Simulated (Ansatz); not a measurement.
Ideal-gas functions of CH₃FZn, SMILES `F[CH2][ZnH]` at 298.15 K and 1 bar, from an Ansatz frequency run at PBE0-D4/def2-TZVP.

Molar mass 99.42 g/mol, point group Cs (symmetry number 1), electronic degeneracy 1, moments of inertia 13.829, 136.427, 147.126 u Å². Harmonic wavenumbers (cm⁻¹, unscaled): 183, 415, 459, 569, 682, 1018, 1245, 1268, 1462, 1904, 3034, 3086.

Use S(trans) = R[1.5 ln M + 2.5 ln T − 1.1517]; rotational temperatures θ = 24.2544 K / I; S(rot) = R[ln(√π/σ · √(T³/θAθBθC)) + 1.5]; for each mode x = 1.438777 ν̃/T, S = R[x/(eˣ − 1) − ln(1 − e⁻ˣ)] and H = RT x/(eˣ − 1); 1 cm⁻¹ = 0.0119627 kJ/mol; R = 8.31446 J/(mol·K).

Task: By hand: the entropy, in J/(mol·K).

Result: Translation 166.2. Rotation: θ = 1.7539, 0.1778, 0.1649 K, giving 100.6. Vibration, mode by mode: 9.61, 3.80, 3.22, 2.12, 1.37, 0.36, 0.14, 0.13, 0.06, 0.01, 0.00, 0.00, in all 20.8. Electronic 0.0. Sum 287.6 J/(mol·K).

Task: By hand: H − E and G − E in kJ/mol, counted from the electronic energy.

Result: Zero-point energy ½ × 15325 × 0.0119627 = 91.7; thermal vibration 4.0; translation, rotation and pV give 4 RT = 9.9. H − E = 105.6 kJ/mol, and G − E = 105.6 − 298.15 × 287.6/1000 = 19.9 kJ/mol.

Vibration gives 7 % of the entropy.
